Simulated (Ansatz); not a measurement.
Geometry optimisation, Ansatz 0.2.0, RHF/def2-SVP.

Input file:

```yaml
crystal:
  periodic: [false, false, false]
  atoms:
    - { symbol: Si, position_ang: [-0.89986, 1.16888, -0.18415] }
    - { symbol: Al, position_ang: [0.40809, -0.81818, 0.41867] }
    - { symbol: O, position_ang: [1.54382, -1.58765, -0.49552] }
    - { symbol: Se, position_ang: [1.50661, -2.58241, 1.29785] }
    - { symbol: H, position_ang: [-0.92559, 1.60233, -1.6053] }
    - { symbol: H, position_ang: [-1.63307, 2.21702, 0.56845] }
total_charge: 1
basis:
  gaussian: { orbitals: def2-SVP }
hamiltonian:
  xc: hf
relax:
  f_tol: 0.02
  max_steps: 50
output:
  orbitals: {}
```

Command:

```bash
$ ansatz run input.yaml --threads 1 --pin off --max-ram 2048MiB --backend cpu --events-out ev --progress --plain --runs-dir out
```

Where does it end, and by what steps?

The forces met the threshold. Limits of this set-up: the dipole of an ion depends on the origin. After 19 steps the energy has fallen by 0.197 eV; O3 moved furthest, 0.86 Å.

```json
{"step": "0", "energy less start (eV)": "0.0000", "largest force component (eV/Å)": "1.317", "accepted": "yes"}
{"step": "1", "energy less start (eV)": "-0.1206", "largest force component (eV/Å)": "0.539", "accepted": "yes"}
{"step": "2", "energy less start (eV)": "-0.1569", "largest force component (eV/Å)": "0.224", "accepted": "yes"}
{"step": "3", "energy less start (eV)": "-0.1612", "largest force component (eV/Å)": "0.059", "accepted": "yes"}
{"step": "4", "energy less start (eV)": "-0.1630", "largest force component (eV/Å)": "0.062", "accepted": "yes"}
{"step": "5", "energy less start (eV)": "-0.1660", "largest force component (eV/Å)": "0.189", "accepted": "yes"}
{"step": "6", "energy less start (eV)": "-0.1679", "largest force component (eV/Å)": "0.146", "accepted": "yes"}
{"step": "7", "energy less start (eV)": "-0.1710", "largest force component (eV/Å)": "0.284", "accepted": "yes"}
{"step": "8", "energy less start (eV)": "-0.1751", "largest force component (eV/Å)": "0.227", "accepted": "yes"}
{"step": "9", "energy less start (eV)": "-0.1833", "largest force component (eV/Å)": "0.189", "accepted": "yes"}
{"step": "10", "energy less start (eV)": "-0.1840", "largest force component (eV/Å)": "0.300", "accepted": "yes"}
{"step": "11", "energy less start (eV)": "-0.1937", "largest force component (eV/Å)": "0.044", "accepted": "yes"}
{"step": "12", "energy less start (eV)": "-0.1777", "largest force component (eV/Å)": "0.902", "accepted": "no"}
{"step": "13", "energy less start (eV)": "-0.1954", "largest force component (eV/Å)": "0.039", "accepted": "yes"}
{"step": "14", "energy less start (eV)": "-0.1936", "largest force component (eV/Å)": "0.291", "accepted": "no"}
{"step": "15", "energy less start (eV)": "-0.1965", "largest force component (eV/Å)": "0.037", "accepted": "yes"}
{"step": "16", "energy less start (eV)": "-0.1968", "largest force component (eV/Å)": "0.075", "accepted": "yes"}
{"step": "17", "energy less start (eV)": "-0.1969", "largest force component (eV/Å)": "0.042", "accepted": "yes"}
{"step": "18", "energy less start (eV)": "-0.1970", "largest force component (eV/Å)": "0.025", "accepted": "yes"}
{"step": "19", "energy less start (eV)": "-0.1971", "largest force component (eV/Å)": "0.002", "accepted": "yes"}
```

```xyz
6
Properties=species:S:1:pos:R:3
Si -0.908 1.206 -0.324
Al 0.381 -0.861 0.279
O 2.006 -1.255 0.150
Se 1.158 -2.827 0.931
H -1.498 1.424 -1.651
H -1.138 2.312 0.615
```

The run took 41 s on 1 thread of Arm Neoverse V2 (shared host), peak memory 0.22 GiB.
